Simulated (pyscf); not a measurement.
Single points on ωB97X-D3(BJ)/def2-SVP structures (PySCF, gas phase).

SMILES: [O]([W](=[O])([OH])=[O])[SiH3]
```xyz
10

O      0.3821     2.0943    -1.9143
W     -0.5171     1.5998    -0.5588
O     -0.6111     2.9324     0.4934
O     -2.2535     1.0960    -1.0846
O      0.3819     0.2012     0.2996
Si     1.6589    -0.4703     1.1568
H     -2.6677     1.0769    -1.9540
H      2.8351    -0.5812     0.2531
H      1.9770     0.4093     2.3130
H      1.2353    -1.8159     1.6248
```

Task: What is the homolytic dissociation enthalpy (298 K, ωB97M-D3(BJ)/def2-TZVP) of the O–W bond of `[O]=[W](=[O])([OH])[O][SiH3]`, to [O=W(=O)–OH]• + •O–SiH₃?

Result: O–W to [O=W(=O)–OH]• + •O–SiH₃: 499.2 kJ/mol. The 7 functionals that were run give +496.1 (M06-2X) to +524.6 kJ/mol (ωB97X-D3(BJ)/def2-TZVP). The radicals are drawn with the spin at the cut bond; how far it spreads was not checked. •O–SiH₃ lies 104.0 kJ/mol over its isomer HO–SiH₂• (electronic energy, ωB97M-D3(BJ)/def2-TZVP). Other isomers of [O=W(=O)–OH]• were not searched in full and may lie lower. Open-shell species with a d-block atom are single-reference here; other states, and whether the spin sits on metal or ligand, were not checked. Elements past Kr carry the def2 core potentials, without spin-orbit coupling.
